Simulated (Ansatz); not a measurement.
cyanoethylene (C3H3N), singlet, geometry from GFN2-xTB; BCCD/6-311G** (Ansatz, a first-principles code).

The Ansatz input:
Ansatz 0.2 input:
```yaml
crystal:
  periodic: [false, false, false]
  atoms:
    - {symbol: C, position_ang: [-0.18079014, -1.61580414, 0.00036893]}
    - {symbol: C, position_ang: [0.56661727, -0.51823197, -0.00249564]}
    - {symbol: C, position_ang: [0.00984574, 0.77832356, 0.00014554]}
    - {symbol: H, position_ang: [-1.25731398, -1.56538366, 0.00488629]}
    - {symbol: H, position_ang: [0.26122400, -2.59764951, -0.00171648]}
    - {symbol: H, position_ang: [1.64864793, -0.55402136, -0.00703253]}
    - {symbol: N, position_ang: [-0.43237074, 1.83590426, 0.00224997]}
basis:
  gaussian:
    orbitals: 6-311G__.json
magnetization: {spin_polarized: false}
correlation: {method: bccd}
```
The basis file holds 6-311G** in the JSON format of the Basis Set Exchange.

What the program printed (banner, timings and long lists left out):

```
Functional definition: HF
726 factors; integrals over basis functions are off by at most 1.4e-3 eV
mean field evaluation 1: about -4618.0142 eV, gradient 3.1e1 eV
mean field evaluation 2: about -4618.0251 eV, gradient 3.1e1 eV
mean field evaluation 4: about -4620.6257 eV, gradient 4.7e0 eV
mean field evaluation 8: about -4620.6990 eV, gradient 2.7e-4 eV
mean field evaluation 16: about -4620.6888 eV, gradient 2.5e-1 eV
mean field -4620.69896092 eV, -169.8075547916 hartree, gradient 1.4e-6 eV, S^2 0.000000; 0 other end points of the search recorded, 0 dependent functions left out; unrestricted orbitals would lower it
4 core orbitals not correlated
reference -4620.69896092 eV, -169.8075547916 hartree; 10, 10 occupied and 76, 76 virtual orbitals, 726 factors
second order -15.46595526 eV of doubles, -0.00000000 eV of singles
cycle   1  -15.42614975 eV  change    4.0e-2 eV  update   1.0e-1
cycle   2  -15.91861107 eV  change   -4.9e-1 eV  update   3.5e-2
cycle   3  -16.03317925 eV  change   -1.1e-1 eV  update   1.8e-2
cycle   4  -16.03649242 eV  change   -3.3e-3 eV  update   7.0e-3
cycle   5  -16.03861664 eV  change   -2.1e-3 eV  update   2.6e-3
cycle   6  -16.04011679 eV  change   -1.5e-3 eV  update   7.3e-4
cycle   7  -16.04014054 eV  change   -2.4e-5 eV  update   2.7e-4
cycle   8  -16.04008527 eV  change    5.5e-5 eV  update   1.2e-4
cycle   9  -16.04006241 eV  change    2.3e-5 eV  update   4.6e-5
cycle  10  -16.04004050 eV  change    2.2e-5 eV  update   1.6e-5
Total energy: -4636.73900142 eV, -170.3970154076 hartree
```
